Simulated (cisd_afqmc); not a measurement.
Input (AFQMC/CISD/def2-SVPD; cisd_afqmc is a phaseless AFQMC code with CISD trial states that reads the integrals written by Ansatz):

Ansatz 0.2 input:
```python
import cisd_afqmc

open("ham.yaml", "w").write("""\
crystal:
  periodic: [false, false, false]
  atoms:
    - {symbol: S, position_ang: [0.00000000, 0.00000000, 0.00000000]}
basis:
  gaussian:
    orbitals: def2-SVPD
magnetization: {spin_polarized: true, initial_magnetization: 2}
correlation: {method: ccsd, electrons: outside_noble_gas, hamiltonian_folder: ham}
scf: {lower_state_search: full}
""")
rep = cisd_afqmc.ansatz("ham.yaml")
e_ccsd = rep["correlation"]["coupled_cluster"]["energy"]["hartree"]
out = cisd_afqmc.run("ham", e_ccsd, trial="CISD", walkers=200, populations=8, threads=8, dt=0.005, steps=40, early=24, settle=10, least=32,
    cut=5e-5, rank_cut=2e-4, target=0.0004, seconds=1500, seed=1, memory=12960, gpu=False)
```

Output:

```
orbitals 22, occupied [4, 2], factors 104 of 148, rank of the doubles 66 of 112
E(HF) = -397.371456
E(CCSD) on the cut factors = -397.481084, shift to the whole factors 0.000001
Energy of the trial state on the determinant = -397.480985
  tau behind 7.2 of longer steps, mean of the populations' last blocks
   2.0  -397.48334
   4.0  -397.48360
   6.0  -397.48394
   8.0  -397.48307
blocks 328 (9 outliers left out), error by blocks joined: 1: 0.00005, 2: 0.00006, 4: 0.00006, 8: 0.00006, 16: 0.00006
E(AFQMC/CISD) = -397.48330 +/- 0.00006
```
